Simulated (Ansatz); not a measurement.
A structure relaxed at r2SCAN-D4/def2-SVP in Ansatz, charge 0, singlet:

```csv
atom,x (Å),y (Å),z (Å)
Hg1,1.6348,0.6079,-0.9750
Hg2,2.2678,-0.3967,1.5936
Hg3,-2.1031,-1.6439,0.8457
Hg4,-1.3209,-0.2349,-1.4805
S5,0.5114,0.0848,-3.1303
S6,-0.5306,1.3978,0.7704
S7,-0.4593,0.1850,2.3762
```

(1) Give its formula and point group.

(2) Summarise the bond lengths by kind (pairs closer than 1.2 times the sum of covalent radii, bridged metal pairs left out).

## Answers

(1) the cluster Hg₄S₃. Point group Cs (tolerance 0.1 Å).

(2) 2 × Hg–Hg 2.83 Å; 2 × Hg–S 2.49 Å; 1 × S–S 2.01 Å.

In the def2 sets Hg takes a core potential; there is no spin–orbit coupling. Another isomer (singlet) lies 1.82 eV lower at PBE0-D4/def2-TZVP; other spin states weren't run for this one.
